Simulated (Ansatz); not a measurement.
Ansatz (an electronic-structure program) input:
A basis named .json is the Basis Set Exchange file of that set.

Ansatz 0.2 input:
```yaml
crystal:
  periodic: [false, false, false]
  atoms:
    - {symbol: Zr, position_ang: [0.01858577, 0.22847395, 0.07497822]}
    - {symbol: F, position_ang: [1.71477942, -0.44796938, -0.20933073]}
    - {symbol: F, position_ang: [-0.84756328, -0.75937769, 1.37475321]}
    - {symbol: F, position_ang: [-0.94981955, 0.19190730, -1.49865899]}
basis:
  gaussian:
    orbitals: def2-QZVPPD.json
hamiltonian:
  xc: hf
total_charge: 1
magnetization: {spin_polarized: true, initial_magnetization: 2}
```

What final total energy does it print?

-344.73626 Eh (HF/def2-QZVPPD). The basis has 279 functions.

This state (charge 1, triplet) is run at the relaxed geometry of the species with charge 1 and multiplicity 1, and is a spin state other than that species' own.
